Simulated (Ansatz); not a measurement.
Harmonic frequencies (cm⁻¹) at PBE0-D4/def2-TZVP from Ansatz: 195, 227, 236, 240, 281, 374, 444, 489, 588, 626, 661, 687, 714, 720, 992, 1038, 1552, 3591, 3663, 3666, 3692.

Each molecule was computed in one conformer, which needn't be the lowest.

Q: Which molecule is it?
A. `C[O][W](=[O])([F])=[S]`
B. `[CH3][W](=[O])(=[O])[OH]`
C. `[NH]=[W](=[NH])([NH2])[F]`
D. `[NH2][W]([NH2])(=[S])=[S]`

A: C.
